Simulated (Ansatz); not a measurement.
Cost and result for the atomization energy of C2H3FOSi, SMILES `FC1=C[SiH2]O1` (8 atoms, 8 bonds).

Charge 0, multiplicity 1. Geometry: relaxed with PBE0-D4/def2-TZVP. Program: Ansatz. All runs use 2 threads of an Arm Neoverse V2 on a shared host. Times are those of one run each, without the atoms' runs, and a repeat can differ threefold. Electronic energies, without spin–orbit coupling; frozen cores. CCSD(T)/CBS adds CCSD(T) − MP2 in def2-TZVPP to the MP2 limit, and its time is that of the two runs behind it. T1 = 0.014. B3LYP takes the VWN-RPA correlation (the form of Gaussian; ORCA's B3LYP/G). HSE06 is the plane-wave form, built on full-range PBE exchange.

CCSD(T)/CBS is a level of theory with its own doubt, some kJ/mol a heavy atom from the limit and from the frozen cores, so smaller differences don't rank the functionals.

```csv
level,functions,wall time
LDA (SPW92)/def2-TZVPP,208,1.4 s
revPBE-D4/def2-TZVPP,208,2.4 s
PBE-D4/def2-TZVPP (with forces),208,2.9 s
HSE06-D4/def2-TZVPP,208,3.4 s
CAM-B3LYP-D4/def2-TZVPP,208,3.7 s
CCSD(T)/def2-SVP,89,4 s
B3LYP-D4/def2-TZVPP (with forces),208,4.7 s
B2PLYP/def2-TZVPP,208,6.5 s
PBE-QIDH/def2-TZVPP,208,6.5 s
ωB97X-V/def2-TZVPP,208,9 s
MP2/def2-QZVPP,388,20 s
CCSD(T)/def2-TZVPP,208,110 s
CCSD(T)/CBS(def2),–,2.1 min
```

(1) What atomization energy does each give, and how far from CCSD(T)/CBS? (Estimate.)

## Answers

(1) The calculation gave: 
```csv
level,atomization (kJ/mol),difference from CCSD(T)/CBS,per bond
LDA (SPW92)/def2-TZVPP,3804.9,580.4,72.5
revPBE-D4/def2-TZVPP,3234.2,9.7,1.2
PBE-D4/def2-TZVPP (with forces),3339.0,114.5,14.3
HSE06-D4/def2-TZVPP,3248.1,23.6,3.0
CAM-B3LYP-D4/def2-TZVPP,3237.1,12.6,1.6
CCSD(T)/def2-SVP,3020.3,-204.2,-25.5
B3LYP-D4/def2-TZVPP (with forces),3211.2,-13.3,-1.7
B2PLYP/def2-TZVPP,3190.6,-33.9,-4.2
PBE-QIDH/def2-TZVPP,3215.1,-9.4,-1.2
ωB97X-V/def2-TZVPP,3244.9,20.4,2.5
MP2/def2-QZVPP,3296.3,71.8,9.0
CCSD(T)/def2-TZVPP,3128.9,-95.6,-11.9
CCSD(T)/CBS(def2),3224.5,0.0,0.0
```

In def2-TZVPP, CCSD(T) changes the Hartree–Fock value by +877.5 kJ/mol (the triples alone add +67.3 kJ/mol) and MP2 by +987.6 kJ/mol; breaking electron pairs costs correlation energy, which Hartree–Fock lacks. Leaving LDA and LC-ωPBE aside and taking each functional with its dispersion term where it has one, the values, not all of them listed here, spread over 260.3 kJ/mol, from BHLYP-D4 to PBE-D4. LDA lies +481.6 kJ/mol from PBE without D4, its usual overbinding. The D4 term adds +25.5 kJ/mol with B3LYP and +13.1 kJ/mol with PBE0; it sums over pairs of atoms, weighted by their polarisabilities, and B3LYP, whose exchange is more repulsive, gets the larger term.
